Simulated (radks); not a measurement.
Fractional charge and spin in the 5p shell of xenon: the spin-up occupation runs from 2 to 3 and the spin-down occupation from 2 to 3; the fullest corner is Xe, [Kr] 4d10 5s2 5p(up 3, down 3). All-electron calculation, scalar-relativistic Kohn-Sham, PBE, spin-polarised, spherical densities, finite nucleus; Fermi nuclear charge, rms radius of each element as measured or else 0.836 A^(1/3) + 0.57 fm. Program: a radial shooting solver on a logarithmic mesh with Libxc functionals. Energy (eV) minus the two flat planes that join the four corners (they meet along the diagonal where the two added fractions sum to one electron); zero is where a piecewise linear energy would lie.

\begin{tabular}{lrrr}
down \ up & 2 & 2.5 & 3 \\ \hline
2 & 0.000 & -1.162 & 0.000 \\
2.5 & -1.162 & 0.178 & -1.050 \\
3 & 0.000 & -1.050 & 0.000 \\
\end{tabular}

Corners above the fullest one (they belong to Xe+ and the next ion): (up 3, down 2) 12.359 eV, (up 2, down 3) 12.359 eV, (up 2, down 2) 34.289 eV. With half an added electron in each spin the energy lies 0.178 eV from the planes, and with half an added electron in spin up alone -1.162 eV. The planes are only a guide here: the flat-plane condition holds for ground states with one frontier orbital, while this shell is degenerate and averaged over m.
